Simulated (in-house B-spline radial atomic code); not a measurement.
A fraction x of an electron is removed from 4f in Ce IV (Ce3+), starting from [Xe] 4f1 and keeping the highest spin. Method: scalar-relativistic (X2C) HSE06, spin-polarised, spherical fractional occupations, Fermi nucleus of rms radius 4.8771 fm. Calculated with a radial B-spline atomic code at the basis-set limit.

Caution: exact exchange at fractional occupations of open shells leaves self-interaction of up to several eV.

```csv
x,E(x) - E(0) (eV),4f up level (eV)
0,0.0000,-26.968
0.09,2.4923,-28.420
0.17,4.8180,-29.727
0.37,11.0954,-33.060
0.39,11.7600,-33.398
0.5,15.5368,-35.275
0.59,18.7814,-36.830
0.69,22.5516,-38.578
0.8,26.9022,-40.525
0.88,30.2013,-41.956
1,35.3660,-
```

The exact functional would give a straight line between the two integer points. Deviations E(x) - E(0) - x[E(1) - E(0)], in eV: -0.691 at x = 0.09, -1.194 at x = 0.17, -1.99 at x = 0.37, -2.033 at x = 0.39, -2.146 at x = 0.5, -2.085 at x = 0.59, -1.851 at x = 0.69, -1.391 at x = 0.8, -0.921 at x = 0.88.

The curve lies below the straight line by up to 2.146 eV (at x = 0.5): convex, the delocalisation error, to which spherically averaged exact exchange adds.

Q: How well does Slater's transition state (minus the level at half occupation) give the ionisation energy?

A: It gives 35.275 eV against 35.366 eV from the two total energies; NIST lists 36.91 eV, ground level to ground level. The end point has an open shell averaged over its orbitals, so its exact exchange keeps a self-interaction and this is no true integer point.
